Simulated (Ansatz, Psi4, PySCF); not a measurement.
Molecule: CH5OSi, net charge 0, doublet state. SMILES: O(C)[SiH2]
Structure (B3LYP-D3(BJ)/def2-TZVP (Ansatz, a quantum-chemistry and plane-wave program) minimum search):
```xyz
8

C      1.5895     0.1852    -0.2934
O      0.3322    -0.4703    -0.3506
Si    -1.0430     0.0571     0.3925
H      1.4867     1.2626    -0.4566
H      2.0717     0.0181     0.6735
H      2.2212    -0.2309    -1.0776
H     -1.2194     1.5222     0.1450
H     -2.1537    -0.7205    -0.2150
```
Charge 0, spin multiplicity 2.

Property: atomisation energy, in kcal/mol. Terms: atomisation electronic, to ground-state atoms; 6-31G* and kin with 6d, 5d where marked; non-relativistic; valence correlation only; open shells spin-unrestricted; 6-311+G** with 5d, 6d on Na to Ar in Ansatz; no dispersion term unless named; spin-orbit terms left out. CBS marks a two-point X^-3 extrapolation of the correlation energy; Hartree-Fock from the larger set. First-principles rows: single points at B3LYP-D3(BJ) geometries (Ansatz).

Coupled cluster (Ansatz) is a level with limits of its own, used here on species with T1 under 0.025 (0.045 for open shells) and stable references: CCSD(T)/CBS(aug-cc-pV(T+d)Z,aug-cc-pV(Q+d)Z).

Value to compare with, CCSD(T)/CBS(aug-cc-pV(T+d)Z,aug-cc-pV(Q+d)Z) (Ansatz): 647.2 kcal/mol.

```tsv
level	program	atomisation energy (kcal/mol)	difference
HF/6-31G*	Ansatz	466.3	-180.9
HF/6-311+G**	Ansatz	466.9	-180.3
PBE/STO-3G	Ansatz	786.2	139.0
PBE/def2-SVP	Ansatz	649.7	2.5
BLYP/6-31G*	Ansatz	636.1	-11.1
B3LYP/3-21G	Ansatz	613.6	-33.6
B3LYP/6-31G*	Ansatz	637.6	-9.6
B3LYP/def2-SVP	Ansatz	640.6	-6.6
B3LYP/cc-pVDZ	Ansatz	625.5	-21.7
B3LYP/6-311+G**	Ansatz	633.9	-13.3
PBE0/6-311+G**	Ansatz	632.0	-15.2
M06-2X/6-311+G**	PySCF	638.5	-8.7
wB97X-D/6-31G*	Psi4	639.5	-7.7
wB97X-D/6-311+G**	Psi4	635.4	-11.8
B3LYP/def2-TZVPD	Ansatz	643.1	-4.1
B3LYP-D3(BJ)/def2-TZVPD	Ansatz + dftd3	648.2	1.0
B2PLYP-D3(BJ)/def2-TZVPD	Ansatz + dftd3	640.5	-6.7
```

2 of the 14 habitual levels lie above CCSD(T)/CBS(aug-cc-pV(T+d)Z,aug-cc-pV(Q+d)Z) (Ansatz); their mean absolute difference is 45.9 kcal/mol, the median 12.6.

The levels are drawn from those run, B3LYP/6-31G* more often than the rest, none by its result; left out are runs that failed, that the program found above a lower state of the same kind, or whose <S^2> lies over 0.5 above the pure value.
